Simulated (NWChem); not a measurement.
System: CH2F2O2Si; SMILES O1[Si](F)(F)OC1

Excerpt of the output:

```
             Northwest Computational Chemistry Package (NWChem) 7.3.0
             --------------------------------------------------------

                             Geometry "geometry" -> ""
                             -------------------------

 Output coordinates in angstroms (scale by  1.889725989 to convert to a.u.)

  No.       Tag          Charge          X              Y              Z
 ---- ---------------- ---------- -------------- -------------- --------------
    1 F                    9.0000     0.00000000    -1.26341300     1.34229100
    2 Si                  14.0000     0.00000000     0.00000000     0.37272300
    3 F                    9.0000     0.00000000     1.26341300     1.34229100
    4 O                    8.0000    -1.10478800     0.00000000    -0.86497000
    5 C                    6.0000     0.00000000     0.00000000    -1.77188600
    6 O                    8.0000     1.10478800     0.00000000    -0.86497000
    7 H                    1.0000     0.00000000    -0.90915500    -2.39535800
    8 H                    1.0000     0.00000000     0.90915500    -2.39535800

 Effective nuclear repulsion energy (a.u.)     339.6692214715

                                 NWChem DFT Module
                                 -----------------

 Summary of "ao basis" -> "ao basis" (spherical)
 ------------------------------------------------------------------------------
       Tag                 Description            Shells   Functions and Types
 ---------------- ------------------------------  ------  ---------------------
 F                          def2-svp                 6       14   3s2p1d
 Si                         def2-svp                 8       18   4s3p1d
 O                          def2-svp                 6       14   3s2p1d
 C                          def2-svp                 6       14   3s2p1d
 H                          def2-svp                 3        5   2s1p

 in cosmo_initialize ...
 calling solv_data for solv:toluene

 solvent parameters
 solvname_short: toluene
 solvname_long:  toluene
 dielec:        2.3741
 dielecinf:     2.2383
 nonaqueous SMD model solvent descriptors
 dielec:        2.3741
 sola:          0.0000
 solb:          0.1400
 solc:          0.8570
 solg:         40.2000
 solh:          0.0000
 soln:          1.4961

[...]

                                COSMO-SMD solvation results
                                ---------------------------

             internal energy in gas <Psi(g)|H|Psi(g)> =      -678.197621747289
         internal energy in solvent <Psi(s)|H|Psi(s)> =      -678.197461286256
                               delta internal energy  =         0.000160461034 (    0.10 kcal/mol)
   total free energy in solvent <Psi(s)|H+V/2|Psi(s)> =      -678.200882065339
 polarization energy contribution <Psi(s)|V/2|Psi(s)> =        -0.003420779083 (   -2.15 kcal/mol)
    total free energy in solvent including G(SMD-CDS) =      -678.201670048498
                       G(SMD-CDS) energy contribution =        -0.000787983159 (   -0.49 kcal/mol)
     1 M fixed-concentration free energy of solvation =        -0.004048301209 (   -2.54 kcal/mol)

                       DFT Final Molecular Orbital Analysis
                       ------------------------------------

 Vector   26  Occ=2.000000D+00  E=-3.614549D-01
              MO Center= -2.4D-08,  5.1D-10, -8.8D-01, r^2= 2.1D+00
   Bfn.  Coefficient  Atom+Function         Bfn.  Coefficient  Atom+Function
  ----- ------------  ---------------      ----- ------------  ---------------
    50      0.440274  4 O  px                78      0.440274  6 O  px
    53      0.314766  4 O  px                81      0.314766  6 O  px
    64     -0.137167  5 C  px                22     -0.132559  2 Si px
    52      0.109978  4 O  pz                80     -0.109978  6 O  pz
    48     -0.082635  4 O  s                 76      0.082636  6 O  s

 Vector   27  Occ=2.000000D+00  E=-3.560618D-01
              MO Center=  2.8D-08, -8.4D-10, -8.1D-01, r^2= 1.9D+00
   Bfn.  Coefficient  Atom+Function         Bfn.  Coefficient  Atom+Function
  ----- ------------  ---------------      ----- ------------  ---------------
    51      0.449729  4 O  py                79     -0.449729  6 O  py
    54      0.350415  4 O  py                82     -0.350415  6 O  py
     4      0.074702  1 F  px                36     -0.074702  3 F  px
    28     -0.064236  2 Si d -2               7     -0.057250  1 F  px
    39      0.057250  3 F  px                70     -0.029188  5 C  d -2

 Vector   28  Occ=2.000000D+00  E=-3.260666D-01
              MO Center= -3.2D-08, -7.4D-10, -1.3D+00, r^2= 2.4D+00
   Bfn.  Coefficient  Atom+Function         Bfn.  Coefficient  Atom+Function
  ----- ------------  ---------------      ----- ------------  ---------------
    51      0.342557  4 O  py                79      0.342557  6 O  py
    65     -0.268630  5 C  py                89      0.263241  7 H  s
    94     -0.263241  8 H  s                 54      0.250228  4 O  py
    82      0.250228  6 O  py                90      0.144973  7 H  s
    95     -0.144973  8 H  s                 26      0.119243  2 Si py

 Vector   29  Occ=0.000000D+00  E= 2.940137D-02
              MO Center=  1.8D-08, -5.1D-09,  6.6D-01, r^2= 3.3D+00
   Bfn.  Coefficient  Atom+Function         Bfn.  Coefficient  Atom+Function
  ----- ------------  ---------------      ----- ------------  ---------------
    18      1.377970  2 Si s                  3     -0.386163  1 F  s
    35     -0.386163  3 F  s                 49     -0.327472  4 O  s
    77     -0.327472  6 O  s                 16      0.248579  2 Si s
    27      0.181222  2 Si pz                55     -0.170553  4 O  pz
    83     -0.170553  6 O  pz                 8     -0.166478  1 F  py

[...]
```

Level: PBE0/def2-SVP, SMD on the gas-phase geometry. The geometry was optimised at PBE0/def2-SVP. Solvent: toluene.

Q: Write an input that gives this output.

A: Several could match; the one computed here: the input that was run:
```
start job
memory heap 200 mb stack 900 mb global 1100 mb
geometry units angstroms noautosym nocenter noautoz
  F      0.000000    -1.263413     1.342291
  Si     0.000000     0.000000     0.372723
  F      0.000000     1.263413     1.342291
  O     -1.104788     0.000000    -0.864970
  C      0.000000     0.000000    -1.771886
  O      1.104788     0.000000    -0.864970
  H      0.000000    -0.909155    -2.395358
  H      0.000000     0.909155    -2.395358
end
basis spherical
  * library def2-svp
end
dft
  xc pbe0
  iterations 150
end
cosmo
  do_cosmo_smd true
  solvent toluene
end
task dft energy
```
